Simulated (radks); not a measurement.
Fractional charge and spin in the 3d shell of nickel: the spin-up occupation runs from 4 to 5 and the spin-down occupation from 2 to 3; the fullest corner is Ni, [Ar] 4s2 3d(up 5, down 3). All-electron calculation, non-relativistic Kohn-Sham, r2SCAN, spin-polarised, spherical densities, point nucleus; meta-GGA in the generalised Kohn-Sham scheme. Program: a radial shooting solver on a logarithmic mesh with Libxc functionals. Energy (eV) minus the two flat planes that join the four corners (they meet along the diagonal where the two added fractions sum to one electron); zero is where a piecewise linear energy would lie.

down \ up,4,4.5,5
2,0.000,-2.275,0.000
2.5,-2.202,0.367,-1.788
3,0.000,-1.858,0.000

Corners above the fullest one (they belong to Ni+ and the next ion): (up 5, down 2) 14.826 eV, (up 4, down 3) 17.756 eV, (up 4, down 2) 50.348 eV. With half an added electron in each spin the energy lies 0.367 eV from the planes, and with half an added electron in spin up alone -2.275 eV. The planes are only a guide here: the flat-plane condition holds for ground states with one frontier orbital, while this shell lies below other occupied shells, so the corners above the fullest one are inner-hole states and not the ground states of those ions.
